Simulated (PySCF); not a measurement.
Molecule: Se(Me)(iPr), C4H10Se, SMILES C[Se]C(C)C. Atoms near the plane z = 1.5 Å, at the GFN2-xTB optimised geometry (x, y, z in Å): Se1 (-0.4, -0.8, 0.0), C2 (1.5, -0.8, 0.0), H4 (1.8, -1.8, 0.0), H5 (1.9, -0.3, 0.9), C6 (-0.8, 1.2, 0.0), C8 (-0.3, 1.8, 1.3), H9 (-1.9, 1.2, 0.0), H13 (-0.6, 1.3, 2.1), H14 (-0.6, 2.9, 1.3), H15 (0.8, 1.8, 1.3).

Method: PBE0/def2-TZVP (PySCF). Cells within 0.4 Å of a nucleus heavier than hydrogen are left out (blank, or x). The values are rescaled to run from 0 to 1.

```
|111111111100011111111111111|
|111111111000000111111111111|
|111111110000000011111111111|
|111111100002210001111111111|
|111111100039720000011111111|
|111111100039821100001111111|
|111111000015524520001111111|
|111111000005xx8940001111111|
|111111000027x45620001111111|
|111111000014301100001111111|
|111111000001000000001111111|
|111111000000000000000011111|
|111111100000000000000001111|
|111111110000000000000001111|
|111111111111110000000001111|
|111111111111111000000001111|
|111111111111111000000001111|
|111111111111111000000011111|
|111111111111111100000111111|
|111111111111111110001111111|
|111111111111111111111111111|
|111111111111111111111111111|
|111111111111111111111111111|
|111111111111111111111111111|
|111111111111111111111111111|
|111111111111111111111111111|
|111111111111111111111111111|
```
Scale: ten equal steps from 0.000 (start of '0') to 1.00 (end of '9'), in the order '0123456789'; x runs from -4.00 to 4.00, y from -4.00 (bottom) to 4.00 (top).

Problem. Which quantity is mapped?
(A) deformation density (molecule minus spherical neutral atoms)
(B) an orbital amplitude
(C) electrostatic potential
(D) log10 of the electron density

Solution. A, deformation density (molecule minus spherical neutral atoms). In full: deformation density (molecule minus spherical neutral atoms) (e/bohr³).
